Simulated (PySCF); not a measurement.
## Correlation energy of Au⁴⁺ (gold, charge +4)

Starting occupation: [Xe] 4f14 5d7, 5d3/2 with m_j = -3/2, -1/2, +1/2, +3/2, 5d5/2 with m_j = +1/2, +3/2, +5/2. All numbers are calculated (PySCF 2.14, X2C-1e with screened-nucleus spin-orbit coupling, Gaussian nucleus, in x2c-SVPall-2c). Frozen: [Kr] 4d10 4f14; 15 electrons correlated; the 22 highest virtual spinors left out.

MP2 pair energies summed by pair of shells (mhartree):

```tsv
pair	energy	share (%)
5d-5d	-73.89	42.2
5d-5p	-65.80	37.6
5p-5p	-24.02	13.7
5d-5s	-5.01	2.9
5p-5s	-4.76	2.7
5s-5s	-1.60	0.9
```

Total MP2 correlation energy: -175.07 mhartree.

The GHF reference relaxed away from the jj start to a determinant that is no pure jj level (⟨S²⟩ = 3.37, ⟨J²⟩ = 24.76); the energies belong to that determinant.

This basis was not built for core-valence correlation, so the inner-shell part is incomplete.
